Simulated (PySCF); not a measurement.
# Radial density of In (indium, neutral)

CAM-B3LYP, [Kr] 4d10 5s2 6s1, 2S determinant (an excited configuration). Computed with PySCF 2.14 in aug-cc-pwCVTZ-DK3, with scalar relativity by spin-free X2C-1e.

```csv
r (bohr),4πr²ρ (e/bohr),4πr²(ρα − ρβ)
0.0312,57.22,0.0001
0.0525,58.49,0.0005
0.0883,80.21,0.0020
0.148,59.08,-0.0006
0.250,64.46,0.0040
0.420,36.01,0.0002
0.707,20.95,0.0086
1.19,13.51,0.0051
2.00,2.907,0.0414
3.36,0.4940,0.0004
5.66,0.1704,0.1518
9.51,0.1016,0.1015
16.0,0.0005674,0.0006
```

Densities and radii are taken from the X2C orbitals without a picture-change correction, which distorts them close to the nucleus.

The outer electron is Rydberg-like, and this basis confines it to a smaller radius and binds it less than a complete one would.
